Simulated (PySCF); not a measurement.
2,5-dihydro-1H-silol-1-amine (C4H9NSi), SMILES N[SiH]1CC=CC1.

The structure is a stationary point at PBE0-D3(BJ)/def2-SVP. The values are those of a single conformer.

Computed with TDDFT-PBE/def2-SVPD in PySCF.

Vertical excitations. Isolated molecule, no solvent.

```json
[
 {"state": "S1", "energy (eV)": "5.26", "λ (nm)": "236", "f": "0.006", "main pairs": "HOMO→LUMO 94 %"},
 {"state": "S2", "energy (eV)": "5.65", "λ (nm)": "219", "f": "0.017", "main pairs": "HOMO→LUMO+1 95 %"},
 {"state": "S3", "energy (eV)": "5.73", "λ (nm)": "217", "f": "0.006", "main pairs": "HOMO−1→LUMO+1 96 %"},
 {"state": "S4", "energy (eV)": "6.05", "λ (nm)": "205", "f": "0.004", "main pairs": "HOMO→LUMO+2 99 %"},
 {"state": "S5", "energy (eV)": "6.16", "λ (nm)": "201", "f": "0.002", "main pairs": "HOMO−1→LUMO+2 99 %"},
 {"state": "S6", "energy (eV)": "6.59", "λ (nm)": "188", "f": "0.006", "main pairs": "HOMO→LUMO+3 62 %, HOMO−1→LUMO+3 36 %"},
 {"state": "S7", "energy (eV)": "6.65", "λ (nm)": "186", "f": "0.026", "main pairs": "HOMO−1→LUMO+3 40 %, HOMO→LUMO+3 25 %, HOMO−1→LUMO 15 %, HOMO−2→LUMO 10 %"},
 {"state": "S8", "energy (eV)": "6.68", "λ (nm)": "186", "f": "0.023", "main pairs": "HOMO−2→LUMO 60 %, HOMO−1→LUMO+3 19 %, HOMO−1→LUMO 11 %"},
 {"state": "S9", "energy (eV)": "6.77", "λ (nm)": "183", "f": "0.023", "main pairs": "HOMO→LUMO+4 65 %, HOMO−2→LUMO 15 %, HOMO−1→LUMO 10 %"},
 {"state": "S10", "energy (eV)": "6.84", "λ (nm)": "181", "f": "0.104", "main pairs": "HOMO−1→LUMO 39 %, HOMO→LUMO+4 27 %, HOMO−2→LUMO 13 %, HOMO−1→LUMO+4 7 %"},
 {"state": "T1", "energy (eV)": "4.35", "λ (nm)": "285", "f": "0", "main pairs": "HOMO−1→LUMO 90 %"},
 {"state": "T2", "energy (eV)": "5.19", "λ (nm)": "239", "f": "0", "main pairs": "HOMO→LUMO 91 %"},
 {"state": "T3", "energy (eV)": "5.42", "λ (nm)": "229", "f": "0", "main pairs": "HOMO→LUMO+1 97 %"},
 {"state": "T4", "energy (eV)": "5.65", "λ (nm)": "219", "f": "0", "main pairs": "HOMO−1→LUMO+1 98 %"}
]
```
Triplets are in the Tamm–Dancoff approximation, which puts them higher than full response would, so one can lie above its singlet here.
